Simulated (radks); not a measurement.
All-electron atom: Mn20+ in [He] 2s2 2p1. Method: Dirac Kohn-Sham, PBE, spin-unpolarised, spherical densities, point nucleus; open shells fill j = l - 1/2 first; computed with a radial shooting solver on a logarithmic mesh with Libxc functionals.

Unscreened Slater integrals over Kohn-Sham orbitals (eV). Large and small components are both included. Empty in this configuration: 2p3/2.

| integral | value |
|---|---|
| F0(2p1/2,2p1/2) | 113.29 |
| F0(2p1/2,2s1/2) | 102.66 |
| G1(2p1/2,2s1/2) | 57.379 |
| F0(2p1/2,1s1/2) | 153.41 |
| G1(2p1/2,1s1/2) | 28.554 |
| F0(2p1/2,2p3/2) | 112.66 |
| G2(2p1/2,2p3/2) | 53.645 |
| F0(2s1/2,2s1/2) | 96.050 |
| F0(2s1/2,1s1/2) | 134.71 |
| G0(2s1/2,1s1/2) | 13.544 |
| F0(2s1/2,2p3/2) | 102.22 |
| G1(2s1/2,2p3/2) | 57.594 |
| F0(1s1/2,1s1/2) | 422.39 |
| F0(1s1/2,2p3/2) | 151.40 |
| G1(1s1/2,2p3/2) | 28.169 |
| F0(2p3/2,2p3/2) | 112.04 |
| F2(2p3/2,2p3/2) | 53.740 |
